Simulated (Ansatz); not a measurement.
Calculated with Ansatz (gas phase, PBE0-D4/def2-TZVP geometries, no zero-point term in ΔE). CCSD(T)/CBS is the MP2 limit (def2-TZVPP, def2-QZVPP) plus CCSD(T) − MP2 in def2-TZVPP, frozen cores. Functionals use def2-TZVPP. For Zn outer-core shells are correlated without core-valence functions, which leaves a few kJ/mol of doubt a bond. Scalar relativity is left out up to krypton. Each species was taken in one conformer, which may not be the lowest.

Reaction (redistribution): `C[CH2][Zn][SH]` + `B[SiH]1BO1` → `[BH2][Zn][CH2]C` + `S[SiH]1BO1`

| level | ΔE (kJ/mol) |
| --- | --- |
| B2PLYP | 63.7 |
| MP2/def2-TZVPP | 55.4 |

Question: What does CCSD(T)/CBS give? (Best estimate.)

Answer: Computed: +62.8 kJ/mol. The listed levels differ from it by 0.9, -7.4 kJ/mol.

Largest T1 diagnostic among the species: 0.021, so the coupled-cluster value is less sure than usual.

In def2-TZVPP, CCSD(T) changes the Hartree–Fock value by −3.2 kJ/mol (the triples alone add +1.4 kJ/mol) and MP2 by −7.7 kJ/mol. From PBE to PBE0 (25 % exact exchange), in def2-TZVPP and without D4, ΔE moves by −5.0 kJ/mol.
